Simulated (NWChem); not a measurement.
[F][Al]([CH3])[OH] (CH₄AlFO), optimised at PBE0/def2-SVP with NWChem:

highest occupied level (eV): -8.87
orbital gap (eV): 8.85
dipole (D): 0.68
highest harmonic frequency (cm⁻¹): 3985
zero-point energy (kcal/mol): 32.7

All stand in one matching conformer (torsions within 35°), which need not be the lowest. This build's default masses of Se (78.918 u) and Br (79.917 u) are each other's, which moves their modes by up to 0.6 %.

### Question
One F atom is replaced by Br, giving [CH3][Al]([OH])[Br] (CH₄AlBrO), optimised at the same level. How do these values move?

### Answer
```
quantity                           new value  change
---------------------------------  ---------  ------
highest occupied level (eV)            -8.19   +0.68
orbital gap (eV)                        8.00   -0.85
dipole (D)                              0.81   +0.13
highest harmonic frequency (cm⁻¹)       3983      -2
zero-point energy (kcal/mol)            31.8    -0.9
```
